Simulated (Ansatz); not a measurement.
System: ZrO2, net charge -1, doublet state. The spin state was set by rule; other spins were not relaxed. 
Structure (B3LYP-D3(BJ)/def2-TZVP (Ansatz, an electronic-structure program) minimum search):
```xyz
3

Zr    -0.1128    -0.2072    -0.1793
O      1.3987     0.7381    -0.5087
O     -0.8347     0.2977     1.4052
```
Charge -1, spin multiplicity 2.

Basis-set convergence of Hartree-Fock and CCSD(T) correlation energies (hartree) with Ansatz. Correlated levels leave the core frozen unless marked. Open shells are spin-unrestricted. Spin-orbit coupling is left out. Frozen are the shells of the preceding noble gas and the d and f shells that filled before the atom's block. In def2 rows, elements after Kr have scalar-relativistic effective core potentials. This anion needs diffuse functions, which these sets lack.

| basis | functions | E(HF) | E(corr, CCSD(T)) |
|---|---|---|---|
| def2-SVP | 59 | -196.17665 | -0.51332 |
| def2-TZVPP | 118 | -196.38857 | -0.63328 |
| def2-QZVPP | 195 | … | … |

### Question
Fill in the missing entries.

### Answer

- def2-QZVPP, E(HF): -196.39991
- def2-QZVPP, E(corr, CCSD(T)): -0.67420
